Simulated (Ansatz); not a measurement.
System: ZrH2 (charge 0, triplet). The spin state was set by rule; other spins were not relaxed. SMILES: [ZrH2]
Coordinates optimised at B3LYP-D3(BJ)/def2-TZVP (Ansatz, a quantum-chemistry and plane-wave program):
```xyz
3

Zr     0.0309     0.0071     0.0318
H     -0.3599    -1.7271    -0.5339
H     -0.8769     1.4439    -0.7373
```
Charge 0, spin multiplicity 3.

Task: Give the harmonic wavenumbers at B3LYP-D3(BJ)/def2-TZVP (Ansatz, finite differences of forces, unscaled).

Result: 595, 1607, 1632 cm⁻¹. Zero-point energy 5.5 kcal/mol.

Task: From these and the geometry, give the ideal-gas thermochemistry at 298.15 K and 1 atm (rigid rotor, harmonic oscillator).

Result: Point group C2v, rotational symmetry number 2. Rotational constants 288.2, 96.75, 72.43 GHz. S(trans) 39.51, S(rot) 14.35, S(vib) 0.47, S(elec, spin only) 2.18, S 56.5 cal/(mol K). H(298) - H(0) 2.48 kcal/mol; G - E(el) -8.9 kcal/mol.
